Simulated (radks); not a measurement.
Charge is removed step by step from the 2s1/2 level of the carbon ion C2+, starting from [He] 2s2. All-electron calculation, Dirac Kohn-Sham, PBE, spin-unpolarised, spherical densities, finite nucleus; Fermi nuclear charge, rms radius 2.4702 fm. Program: a radial shooting solver on a logarithmic mesh with Libxc functionals.

removed (e)  E - E(0) (eV)  eigenvalue (eV)  E minus straight line (eV)
0                    0.000          -40.378                       0.000
0.1                  4.115          -41.918                      -0.705
0.2                  8.384          -43.469                      -1.255
0.3                 12.809          -45.028                      -1.649
0.4                 17.390          -46.595                      -1.888
0.5                 22.128          -48.169                      -1.969
0.6                 27.024          -49.750                      -1.892
0.7                 32.078          -51.335                      -1.658
0.8                 37.291          -52.924                      -1.264
0.9                 42.663          -54.515                      -0.712
1                   48.194          -56.105                       0.000

Removing the whole electron costs 48.194 eV by Delta-SCF, against 40.378 eV from minus the eigenvalue at the starting occupation. Slater's transition state (half an electron removed) gives 48.169 eV. Integrating minus the eigenvalue over the occupation (Janak's theorem) gives 48.194 eV. The mean slope of the eigenvalue, de/dn, is 15.7 eV per electron. Ionisation energy of C2+ in the NIST Atomic Spectra Database: 47.888 eV (measured).

Beside tabulated values, note that spin-unpolarised runs miss the spin-polarisation part of the exchange energy of open shells.
